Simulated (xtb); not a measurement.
Ge(OH)(SiH3) (GeH₄OSi), SMILES [OH][Ge][SiH3] (connectivity only; charge and spin as stated), neutral, multiplicity 1. All values are semi-empirical tight-binding results from xtb (GFN2-xTB unless named), good for trends rather than for accurate numbers. The structure is a stationary point at GFN2-xTB. Other conformers were not sampled.

Optimised geometry:

Bonds (Å): Ge1–O2 1.770, Ge1–Si4 2.465, O2–H3 0.956, Si4–H5 1.469, Si4–H6 1.476, Si4–H7 1.476. Angles (°): O2–Ge1–Si4 98.8, Ge1–O2–H3 128.5, Ge1–Si4–H5 115.1, Ge1–Si4–H6 113.4, Ge1–Si4–H7 114.1, H5–Si4–H6 104.7, H5–Si4–H7 104.8, H6–Si4–H7 103.5.

For metal compounds this method's bond lengths and energies can be far off.

Computed properties:
```json
{
 "orbital_gap": "2.04 eV",
 "zero_point_energy": "21.8 kcal/mol",
 "G − E(el) at 298.15 K (modified RRHO)": "2.7 kcal/mol"
}
```

Computed atomic charges and the Wiberg bond orders between heavy atoms:
charges (e) Ge1 0.24, O2 -0.50, H3 0.30, Si4 0.34, H5 -0.13, H6 -0.12, H7 -0.12. Bond orders Ge1–O2 1.30, Ge1–Si4 0.94.
